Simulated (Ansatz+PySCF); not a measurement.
## singlet GeH₄: levels of theory in one basis

```yaml
atoms:
  - { symbol: Ge, position_ang: [0.0050, -0.0070, -0.0052] }
  - { symbol: H, position_ang: [0.8799, 0.8940, 0.8876] }
  - { symbol: H, position_ang: [0.8883, -0.8959, -0.8821] }
  - { symbol: H, position_ang: [-0.8958, 0.8858, -0.8928] }
  - { symbol: H, position_ang: [-0.8810, -0.8824, 0.8932] }
```

Basis set: def2-SVP (spherical functions). Frozen core: 9 orbitals. Charge 0, multiplicity 1.

Computed with Ansatz (development build ahead of 0.2.0); each method stands on the lowest determinant of its kind that the runs found. NEVPT2 correlates all electrons. Active spaces start from the frontier orbitals, and the lowest solution found is given.

```tsv
method	E − E(RHF) (eV)	<S²> of the determinant
RHF	0.00	0.00
RHF-MP2	-6.77	–
RHF-CCSD(T)	-7.42	–
CASSCF(8,8)	-1.59	–
SC-NEVPT2(8,8)	-8.02	–
```

Problem. What does RHF-CCSD give on the same scale?

Solution. -7.25 eV.

Problem. Is a single determinant a sound starting point here?

Solution. By this sign, yes. Unrestricted orbitals gain 0.00 eV and <S²> is 0.00 against 0.00 for a pure state. The CASSCF(8,8) natural occupations are 1.99, 1.97, 1.97, 1.97, 0.03, 0.02, 0.02, 0.02.
